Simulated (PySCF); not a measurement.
## Spinor energies of Hf⁵⁰⁺ (hafnium, charge +50)

Start: [Ar] 3d4; 3d3/2 filled at m_j = -3/2, -1/2, +1/2, +3/2. Calculated with PySCF 2.14 in an uncontracted even-tempered set (15 s from 13 bohr⁻², ratio 2.8; 12 p from 17 bohr⁻², ratio 2.8; 8 d from 17 bohr⁻², ratio 2.8; 3 f from 56 bohr⁻², ratio 3): generalised Hartree-Fock with the X2C-1e Hamiltonian and a Gaussian nucleus; one run each with spin-orbit coupling (SO) switched off, then screened by Boettger's factors.

```
spinor shell  electrons  ε, spin-free (eV)  ε, screened SO (eV)  weight of nominal j (screened SO)  rms radius, screened SO (bohr)
       1s1/2          2           -68855.0             -68830.7                              1.000                          0.0215
       2s1/2          2           -14447.8             -14437.3                              1.000                          0.0863
       2p1/2          2           -13074.9             -13941.8                              1.000                          0.0735
       2p3/2          4           -13074.9             -12709.5                              1.000                          0.0803
       3s1/2          2            -5374.2              -5370.8                              1.000                           0.213
       3p1/2          2            -4950.0              -5177.9                              1.000                           0.203
       3p3/2          4            -4950.0              -4851.8                              1.000                           0.217
       3d3/2          4            -4552.1              -4577.7                              1.000                           0.186
```

```csv
quantity,spin-free,screened SO
E (hartree),-12852.94818,-12873.21962
M_J,0,0
⟨J²⟩,4.001,0.000
⟨L²⟩,6.001,2.451
⟨S²⟩,6.000,2.451
```

Breit and QED terms are absent; they matter most for the inner s and p1/2 levels.

Densities and radii are taken from the X2C orbitals without a picture-change correction, which distorts them close to the nucleus.

Without spin-orbit coupling the j labels of p, d and f shells carry no meaning; the spin-free column gives the mean over the occupied spinors of each nl shell, and its ⟨J²⟩ belongs to a mixture of degenerate components.
